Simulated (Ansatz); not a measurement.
Reaction (ligand exchange at a B–N bond): `B[N](C)[ZnH]` + `CN[SiH2]N` → `BN[SiH2]NC` + `C[NH][ZnH]`

Isolated molecules relaxed with PBE0-D4/def2-TZVP in Ansatz; ΔE leaves out vibrations. CBS: MP2 limit from def2 TZ/QZ plus the TZ coupled-cluster correction, frozen cores. DFT in def2-TZVPP. B3LYP here is the variant with VWN-RPA as its local correlation; programs differ in this. For Zn outer-core shells are correlated without core-valence functions, which leaves a few kJ/mol of doubt a bond. Scalar relativity is left out up to krypton. One conformer a species, not always the lowest.

`B[N](C)[ZnH]`:

```xyz
10

B    -1.147   -0.785    0.059
N    -0.049    0.052   -0.039
C     1.254   -0.284    0.493
Zn   -0.567    1.586   -0.934
H    -2.195   -0.405   -0.422
H    -1.089   -1.859    0.598
H     1.228   -1.273    0.962
H     2.017   -0.303   -0.292
H     1.580    0.439    1.248
H    -1.031    2.831   -1.673
```

`CN[SiH2]N`:

Cartesian coordinates in Å:
```
C 0.262 -1.243 -1.457
N -0.265 -0.119 -0.718
Si 0.392 0.514 0.727
N -0.867 1.281 1.596
H -0.543 -1.854 -1.879
H 0.834 -1.884 -0.781
H 0.931 -0.953 -2.276
H -0.869 0.480 -1.259
H 1.426 1.586 0.602
H 1.047 -0.669 1.362
H -0.674 2.087 2.167
H -1.676 0.775 1.916
```

`BN[SiH2]NC`:

```xyz
14

B    -0.674   -1.960   -1.319
N    -1.167   -0.874   -0.590
Si   -0.557   -0.268    0.935
N     0.196    1.259    0.863
C     1.411    1.546    0.134
H     0.253   -2.580   -0.881
H    -1.178   -2.255   -2.366
H    -1.943   -0.370   -1.000
H     0.408   -1.306    1.366
H    -1.696   -0.095    1.874
H    -0.313    2.072    1.166
H     1.965    0.619   -0.034
H     1.228    1.998   -0.849
H     2.067    2.214    0.700
```

`C[NH][ZnH]`:

```xyz
8

C    -0.485   -0.916   -0.324
N     0.256    0.319   -0.414
Zn    0.705    1.458    0.919
H     0.096   -1.787   -0.660
H    -0.774   -1.117    0.711
H    -1.415   -0.899   -0.910
H     0.533    0.524   -1.360
H     1.083    2.418    2.037
```

```tsv
level	ΔE (kcal/mol)	difference from CCSD(T)/CBS
PBE-D4	5.2	-0.1
r2SCAN-D4	5.7	0.4
PBE0-D4	5.3	0.0
B3LYP-D4	4.6	-0.7
ωB97X-V	4.7	-0.6
ωB97M-V	5.0	-0.3
B2PLYP	5.0	-0.3
PBE	5.2	-0.1
r2SCAN	5.7	0.4
PBE0	5.4	0.1
B3LYP	4.5	-0.8
HF/def2-TZVPP	4.2	-1.1
MP2/def2-TZVPP	5.8	0.5
SCS-MP2/def2-TZVPP	5.5	0.2
CCSD/def2-TZVPP	5.5	0.2
CCSD(T)/def2-TZVPP	5.9	0.6
HF/def2-QZVPP	4.1	-1.2
MP2/def2-QZVPP	5.5	0.2
SCS-MP2/def2-QZVPP	5.2	-0.1
HF/CBS(def2)	4.1	-1.2
MP2/CBS(def2)	5.3	0.0
CCSD/CBS(def2)	5.0	-0.3
CCSD(T)/CBS	5.3	0
```

Largest T1 diagnostic among the species: 0.016.

In def2-TZVPP, CCSD(T) changes the Hartree–Fock value by +1.7 kcal/mol (the triples alone add +0.4 kcal/mol) and MP2 by +1.7 kcal/mol.
